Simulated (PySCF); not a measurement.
**Bond curve of BeO⁻**

Set-up: basis Be aug-cc-pVDZ-DK, O aug-cc-pVDZ-DK; spin-free X2C with a Gaussian nucleus; PySCF 2.14. Energies in eV from Be + O⁻ in their ground configurations at the same level. State: ²Σ⁺ (doublet), unpaired electrons σ ↑.

```csv
R (Å),r²SCANh,r²SCAN,PBE,PBE0
1.186,-4.267,-4.326,-4.286,-4.159
1.241,-4.870,-4.940,-4.910,-4.752
1.296,-5.213,-5.294,-5.278,-5.086
1.338,-5.340,-5.430,-5.425,-5.207
1.379,-5.381,-5.479,-5.486,-5.242
1.420,-5.353,-5.460,-5.480,-5.208
1.476,-5.234,-5.352,-5.390,-5.082
1.544,-4.991,-5.122,-5.182,-4.830
1.627,-4.610,-4.757,-4.842,-4.438
1.738,-4.026,-4.192,-4.310,-3.841
```

**Question.** Put a parabola through the three lowest points of the r²SCANh curve and estimate Re, k and ωe (reduced mass 5.764 u; 1 eV/Å² = 0.16022 mdyn/Å; ωe = 1302.8·√(k/μ) cm⁻¹).

**Answer.** Through R = 1.338, 1.379, 1.42 Å the second-order coefficient is 20.5 eV/Å², so Re ≈ 1.383 Å, k ≈ 6.58 mdyn/Å and ωe ≈ 1392 cm⁻¹. A polynomial fit of higher order to the unrounded r²SCANh energies gives Re = 1.381 Å, k = 6.30 mdyn/Å, ωe = 1362 cm⁻¹; anharmonicity and rounding make the difference.

The higher-order fit for each curve: r²SCANh: Re = 1.381 Å, ωe = 1362 cm⁻¹, De = 5.38 eV; r²SCAN: Re = 1.387 Å, ωe = 1342 cm⁻¹, De = 5.48 eV; PBE: Re = 1.395 Å, ωe = 1307 cm⁻¹, De = 5.49 eV; PBE0: Re = 1.378 Å, ωe = 1374 cm⁻¹, De = 5.24 eV.

For an ion De counts to the pair picked by the measured ionisation energies or electron affinities, which need not be the lowest pair at this level. The highest Kohn–Sham level is positive in this anion. Much of that is self-interaction error, but it also means that the finite basis helps to hold the extra electron. The state was picked by a PBE0 search and need not be the measured ground state.
